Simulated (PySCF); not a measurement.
# Hartree-Fock beside MP2: Al2BH3N cation

Calculated results; nothing here was measured. The program is PySCF 2.14.0, an open-source quantum chemistry code, run on an isolated molecule that a program drew, which may never have been made. The molecule is Al2BH3N cation (charge +1, singlet), drawn as the SMILES string `[AlH]=[N][B+][AlH2]`.

The geometry was optimised and harmonic frequencies were computed with HF and MP2, all in the cc-pV(D+d)Z basis, for the commonest isotopes, with a restricted reference for singlets and an unrestricted one otherwise, and a frozen core in MP2. Each result is a local minimum of its method.

Geometry at the HF minimum:
```xyz
7
Al2BH3N cation, angstrom
Al    0.4011    3.6596    0.4132
N     0.5749    1.9956    0.3398
B     0.7087    0.7221    0.2832
Al    0.9361   -1.4469    0.1873
H     0.2417    5.1869    0.4798
H    -0.1936   -2.1977   -0.5868
H     2.2038   -2.0122    0.9032
```

Lengths of the bonds as drawn, in Å (atoms numbered as above):
```
bond,HF,MP2
Al1-N2,1.675,1.703
N2-B3,1.282,1.302
B3-Al4,2.183,2.173
Al1-H5,1.537,1.542
Al4-H6,1.562,1.563
Al4-H7,1.562,1.563
```

Rotational constants, in GHz:
```
constant,HF,MP2
A,125.3,124.7
B,1.242,1.224
C,1.23,1.212
```

Harmonic frequencies in cm^-1, each column in rising order, so a row needn't be the same motion in every method:
| rank | HF | MP2 |
|---|---|---|
| 1 | 82 | 66 |
| 2 | 89 | 73 |
| 3 | 262 | 227 |
| 4 | 290 | 249 |
| 5 | 349 | ? |
| 6 | 465 | 431 |
| 7 | 465 | 432 |
| 8 | 544 | 517 |
| 9 | 620 | 601 |
| 10 | 796 | 765 |
| 11 | 905 | 844 |
| 12 | 1913 | 1817 |
| 13 | 2064 | 2031 |
| 14 | 2085 | 2060 |
| 15 | 2183 | 2132 |

**Estimate the missing MP2 frequency from the HF column.**

A single factor s that minimises the squared misfit of MP2 against s times HF over the other rows is sum(HF x MP2) / sum(HF^2) = 0.9708, with an rms misfit of 24 cm^-1. For rank 5 it gives 0.9708 x 349 = 339 cm^-1. The calculation gives 340 cm^-1, 1 cm^-1 above the estimate. The drawn bonds are on average 0.5 % longer in MP2 than in HF.
